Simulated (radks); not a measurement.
Values are calculated unless marked as measured or tabulated.
How relativity changes the ionisation of the thallium ion Tl70+ ([Ne] 3s1) to Tl71+ ([Ne]). Spin-unpolarised spherical Kohn-Sham, LDA (Slater exchange, Perdew-Wang correlation), point nucleus unless stated (finite: rms radius 5.4759 fm), a radial shooting solver on a logarithmic mesh with Libxc functionals. A level marked "c x" has the speed of light scaled by that factor.

| level | E(Tl70+) (hartree) | E(Tl71+) (hartree) | IE (eV) | HOMO | <r> HOMO (bohr) |
|---|---|---|---|---|---|
| non-rel. | -12714.5556 | -12417.5539 | 8081.8 | 3s | 0.1796 |
| scalar-rel. | -13848.1133 | -13521.0897 | 8898.8 | 3s | 0.1626 |
| scalar-rel., finite nucleus | -13842.9647 | -13516.0339 | 8896.2 | 3s | 0.1626 |
| Dirac | -13881.6347 | -13554.6866 | 8896.7 | 3s1/2 | 0.1618 |
| Dirac, finite nucleus | -13876.4355 | -13549.5799 | 8894.2 | 3s1/2 | 0.1618 |
| Dirac, c x 0.85 | -14493.6053 | -14151.1139 | 9319.7 | 3s1/2 | 0.1538 |
| Dirac, c x 1.25 | -13405.4158 | -13090.6446 | 8565.4 | 3s1/2 | 0.1686 |
| Dirac, c x 100 | -12714.6515 | -12417.6474 | 8081.9 | 3s1/2 | 0.1796 |

NIST Atomic Spectra Database: 8880 eV (theoretical). The relativistic part of the total energy of Tl70+ is -1162 hartree (Dirac, finite nucleus), 9.1 % of the non-relativistic value. Spin polarisation and multiplet splitting of open shells are left out at every level.

Beside tabulated values, note that relativity, absent from the non-relativistic runs, is large for the heavy elements, and spin-unpolarised runs miss the spin-polarisation part of the exchange energy of open shells, and scalar-relativistic runs lack spin-orbit coupling.
